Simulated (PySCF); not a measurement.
C2H3BrSi, SMILES Br[SiH2]C#C (PBE0/def2-SVP optimised geometry):

```
7

C      1.370     0.556     0.000
C      0.153     0.556     0.000
Si    -1.673     0.572     0.003
Br    -2.446    -1.475    -0.398
H      2.446     0.555     0.000
H     -2.171     1.475    -1.067
H     -2.171     1.004     1.336
```

Level of theory: PBE0/def2-TZVP (PySCF).

Problem. What are the frontier orbital energies and the dipole moment?

Solution. HOMO-2 -8.69 eV, HOMO-1 -8.46 eV, HOMO -8.40 eV, LUMO -1.01 eV, LUMO+1 -0.42 eV; dipole moment 1.60 D.

Meta-Löwdin charges at PBE0/def2-TZVP: C1 -0.13, C2 -0.30, Si3 0.66, Br4 -0.25, H5 0.18, H6 -0.08, H7 -0.08.
